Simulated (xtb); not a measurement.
C2H9NSi2, SMILES [SiH3]N1C[SiH2]C1. All values are semi-empirical tight-binding results from xtb (GFN2-xTB unless named), good for trends rather than for accurate numbers. Geometry optimised at GFN2-xTB. This is a generated structure with no PubChem entry under its InChIKey; it may be hypothetical.

Optimised geometry:

```xyz
14

Si     2.1225     0.0046     0.0000
N      0.4205    -0.1280     0.0000
C     -0.4662     0.0417     1.1481
Si    -1.9953    -0.0065     0.0000
C     -0.4662     0.0417    -1.1481
H      2.6441     1.3862     0.0000
H      2.5657    -0.6640    -1.2242
H      2.5657    -0.6640     1.2242
H     -0.3368    -0.7605     1.8779
H     -0.3020     0.9894     1.6719
H     -2.7548    -1.2560     0.0000
H     -2.8747     1.1627     0.0000
H     -0.3368    -0.7605    -1.8779
H     -0.3020     0.9894    -1.6719
```
Charge 0, spin multiplicity 1.

### Question
Estimate the properties. (Estimate from the structure and the level; the computed values follow.)

### Answer

```json
{
 "point_group_as_xtb_finds_it": "Cs",
 "orbital_gap": "3.39 eV",
 "dipole_moment": "1.68 D",
 "zero_point_energy": "61.8 kcal/mol",
 "G − E(el) at 298.15 K (modified RRHO)": "41.9 kcal/mol",
 "static polarisability (D4 model)": "88.5 bohr³",
 "solvation energy, GFN2-xTB/ALPB(water)": "-0.1 kcal/mol",
 "solvation energy, GFN2-xTB/ALPB(toluene)": "-2.6 kcal/mol"
}
```

### Question
Give the atomic charges and the Wiberg bond orders between heavy atoms. (An estimate is asked for; the answer gives what the named calculation found.)

### Answer
charges (e) Si1 0.46, N2 -0.29, C3 -0.08, Si4 0.46, C5 -0.08, H6 -0.12, H7 -0.12, H8 -0.12, H9 0.01, H10 0.00, H11 -0.07, H12 -0.08, H13 0.01, H14 0.00. Bond orders Si1–N2 1.14, N2–C3 1.03, C3–Si4 0.88, N2–C5 1.03, Si4–C5 0.88.
